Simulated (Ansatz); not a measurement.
Geometry optimisation, RKS B3LYP/cc-pVDZ in Ansatz 0.2.0.

input.yaml

```yaml
crystal:
  periodic: [false, false, false]
  atoms:
    - { symbol: Si, position_ang: [-0.3727, 0.9105, -1.3364] }
    - { symbol: F, position_ang: [1.5124, 1.3936, -0.8615] }
    - { symbol: Cl, position_ang: [0.3349, -0.1391, -2.8693] }
    - { symbol: Cl, position_ang: [-2.2645, 0.2294, -1.0659] }
    - { symbol: H, position_ang: [-0.5295, 2.3384, -1.2518] }
    - { symbol: H, position_ang: [1.2877, 0.6914, 0.0876] }
    - { symbol: O, position_ang: [0.2478, 0.0471, 0.433] }
    - { symbol: Si, position_ang: [-0.0191, -1.1476, 1.5047] }
    - { symbol: H, position_ang: [-0.0528, -2.4226, 0.7923] }
    - { symbol: H, position_ang: [1.1384, -1.0329, 2.3894] }
    - { symbol: H, position_ang: [-1.2827, -0.8681, 2.1779] }
basis:
  gaussian: { orbitals: cc-pVDZ }
hamiltonian:
  xc: b3lyp
relax:
  f_tol: 0.15
  max_steps: 25
  restrain:
    - { distance: [0, 6], at: 1.77, k: 30.0 }
    - { distance: [5, 1], at: 0.88, k: 30.0 }
    - { distance: [0, 1], at: 2.98, k: 30.0 }
    - { distance: [5, 6], at: 2.27, k: 30.0 }
```

Command:

```bash
$ ansatz run input.yaml --threads 4 --pin off --max-ram 5120MiB --backend cpu --events-out ev --progress --plain --runs-dir out
```

Task: Where does it end, and by what steps?

Result: It converged. The restraints hold the end off the free minimum. After 7 steps the energy has fallen by 1.371 eV (the restraints' own energy left out); H6 moved furthest, 0.95 Å. Joined: F2–H6 (1.20 → 0.91 Å).

| step | energy less start (eV) | largest force component (eV/Å) | accepted |
| --- | --- | --- | --- |
| 0 | 0.0000 | 3.554 | yes |
| 1 | -0.0483 | 3.677 | yes |
| 2 | -0.1592 | 5.283 | yes |
| 3 | -0.6911 | 3.209 | yes |
| 4 | -1.2440 | 1.268 | yes |
| 5 | -1.3375 | 1.483 | yes |
| 6 | -1.3574 | 1.369 | yes |
| 7 | -1.3711 | 1.204 | yes |

```xyz
11
Properties=species:S:1:pos:R:3
Si -0.607 0.643 -1.137
F 2.099 1.842 -0.766
Cl 0.241 -0.306 -2.776
Cl -2.626 0.113 -1.042
H -0.507 2.108 -1.220
H 2.033 1.270 -0.055
O 0.148 0.069 0.305
Si -0.150 -1.179 1.430
H -0.301 -2.489 0.729
H 1.050 -1.190 2.313
H -1.381 -0.880 2.219
```

Run time: 41 s on 4 threads of Arm Neoverse N1, on a shared host, peak memory 0.37 GiB.
